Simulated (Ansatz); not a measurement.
Start from `[F][Zn][Br]` and change one element to get `[F][Mg][Br]`.

Ansatz, PBE0-D4/def2-TZVP geometries, multiplicity 1. 

Scalar relativity is left out up to krypton.

```json
{"property": "HOMO energy (PBE0/def2-TZVPP) / eV", "`[F][Zn][Br]`": "-8.88"}
{"property": "size of the dipole moment (PBE/def2-TZVPP) / D", "`[F][Zn][Br]`": "0.96"}
{"property": "HOMO–LUMO gap (B3LYP/def2-TZVPP) / eV", "`[F][Zn][Br]`": "6.41"}
{"property": "zero-point energy (PBE0-D4/def2-TZVP) / kJ/mol", "`[F][Zn][Br]`": "7.4"}
{"property": "LUMO energy (PBE0/def2-TZVPP) / eV", "`[F][Zn][Br]`": "-1.85"}
{"property": "LUMO energy (PBE/def2-TZVPP) / eV", "`[F][Zn][Br]`": "-2.79"}
```

(1) Give the same properties after the change, and the shifts. (Estimate.)

Answers

(1) The calculation gave: 
| property | `[F][Mg][Br]` | shift |
| --- | --- | --- |
| HOMO energy (PBE0/def2-TZVPP) / eV | -8.53 | 0.35 |
| size of the dipole moment (PBE/def2-TZVPP) / D | 0.31 | -0.65 |
| HOMO–LUMO gap (B3LYP/def2-TZVPP) / eV | 6.11 | -0.30 |
| zero-point energy (PBE0-D4/def2-TZVP) / kJ/mol | 8.1 | 0.7 |
| LUMO energy (PBE0/def2-TZVPP) / eV | -1.82 | 0.03 |
| LUMO energy (PBE/def2-TZVPP) / eV | -2.56 | 0.23 |

Dipoles are sizes alone; their direction can turn.

B3LYP here is the variant with VWN-RPA as its local correlation; programs differ in this.

Spin–orbit coupling is left out; it splits and shifts lone-pair levels of the heavy atoms by tenths of an eV.
